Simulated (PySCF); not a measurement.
Si(AsH2)2(F)(H) (As₂FH₅Si), SMILES F[SiH]([AsH2])[AsH2]. Geometry optimised at PBE0-D3(BJ)/def2-SVP.

Computed equilibrium geometry at PBE0-D3(BJ)/def2-SVP (PySCF confirms it by a frequency run) as a Z-matrix:
```
Si
F 1 1.6329
H 1 1.4932 2 107.07
As 1 2.3629 3 113.92 2 -118.00
H 4 1.5263 1 93.00 3 37.21
H 4 1.5267 5 92.32 1 90.01
As 1 2.3636 3 108.31 2 116.12
H 7 1.5257 1 92.56 3 156.29
H 7 1.5274 8 92.34 1 89.94
```
